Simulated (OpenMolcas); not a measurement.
## Computed transition rates of Ge

```
Program             : OpenMolcas
Method              : CASSCF
Basis               : ANO-RCC-VQZP [7s6p4d2f1g]
Scalar Hamiltonian  : DKH2, point nucleus
Active space        : 4 electrons in 8 orbitals (4s 4p 5s 5p)
State averaging     : 2S+1 = 3 even, 3 roots; 2S+1 = 1 even, 6 roots; 2S+1 = 5 odd, 1 root; 2S+1 = 3 odd, 5 roots
Spin-orbit coupling : RASSI with atomic mean-field integrals over the reference wave functions, term energies averaged over their components
```

Rates come from the transition moments of the reference wave functions (E1 and E2 in the length form). At fixed line strength A goes as λ^-3 for E1 and M1 and as λ^-5 for E2, so a rate at the computed wavelength can be rescaled to the measured one. Measured vacuum wavelengths follow from level energies in NIST Handbook of Basic Atomic Spectroscopic Data. Branching counts decays inside the model space alone, at computed energies, and the table is only a selection of the E2 and M1 lines, drawn from those between levels with measured partners whose computed energy lies within a factor of 1.5 of the measured one.

```json
{"Upper": "4s2 4p2 3P1", "Lower": "4s2 4p2 3P0", "Type": "M1", "λ computed (nm)": "22100", "λ measured (nm)": "17950", "A computed (s-1)": "1.67e-03", "A rescaled (s-1)": "3.12e-03", "Branching %": "100.0"}
{"Upper": "4s2 4p2 3P2", "Lower": "4s2 4p2 3P1", "Type": "M1", "λ computed (nm)": "13890", "λ measured (nm)": "11730", "A computed (s-1)": "5.03e-03", "A rescaled (s-1)": "8.35e-03", "Branching %": "100.0"}
{"Upper": "4s2 4p2 1S0", "Lower": "4s2 4p2 1D2", "Type": "E2", "λ computed (nm)": "1501", "λ measured (nm)": "1082", "A computed (s-1)": "2.54e-01", "A rescaled (s-1)": "1.30e+00", "Branching %": "21.6"}
{"Upper": "4s2 4p2 1D2", "Lower": "4s2 4p2 3P2", "Type": "M1", "λ computed (nm)": "1285", "λ measured (nm)": "1750", "A computed (s-1)": "8.76e-02", "A rescaled (s-1)": "", "Branching %": "68.2"}
{"Upper": "4s2 4p2 1D2", "Lower": "4s2 4p2 3P2", "Type": "E2", "λ computed (nm)": "1285", "λ measured (nm)": "1750", "A computed (s-1)": "1.87e-03", "A rescaled (s-1)": "", "Branching %": "1.5"}
{"Upper": "4s2 4p2 1D2", "Lower": "4s2 4p2 3P1", "Type": "M1", "λ computed (nm)": "1176", "λ measured (nm)": "1522", "A computed (s-1)": "3.83e-02", "A rescaled (s-1)": "", "Branching %": "29.8"}
{"Upper": "4s2 4p2 1S0", "Lower": "4s2 4p2 3P2", "Type": "E2", "λ computed (nm)": "692.4", "λ measured (nm)": "668.6", "A computed (s-1)": "1.54e-02", "A rescaled (s-1)": "", "Branching %": "1.3"}
{"Upper": "4s2 4p2 1S0", "Lower": "4s2 4p2 3P1", "Type": "M1", "λ computed (nm)": "659.5", "λ measured (nm)": "632.5", "A computed (s-1)": "9.04e-01", "A rescaled (s-1)": "", "Branching %": "77.0"}
```

Spin-changing lines and M1 lines between different terms are not rescaled, since their strength hangs on the term gaps too.

The largest correction is for 4s2 4p2 1S0 → 4s2 4p2 1D2 (E2): 2.54e-01 × (1501 / 1082)^5 = 1.30e+00 s-1, a factor of 5.14.

No measured rate stands beside these. Rescaling mends the energy factor alone: line strengths can still be far off where a level mixes with configurations outside the active space, and weak or spin-changing lines hang on small mixing coefficients that depend on the term gaps too, so rescaling need not improve them.

Without dynamic correlation excited terms often stand tens of per cent too high (terms of higher spin than the ground term too low), and those without a measured partner can miss by more than the paired ones. Active for correlation alone: 5p 5s; no level in the range computed is led by a configuration that fills them, so any true level of that kind is missing. Computed and measured levels are paired by configuration, term and J; levels that our copy of the source lacks, or whose pairing is in doubt (as where it misses far off the trend of its configuration), stay unpaired. Only configurations of the active space appear.
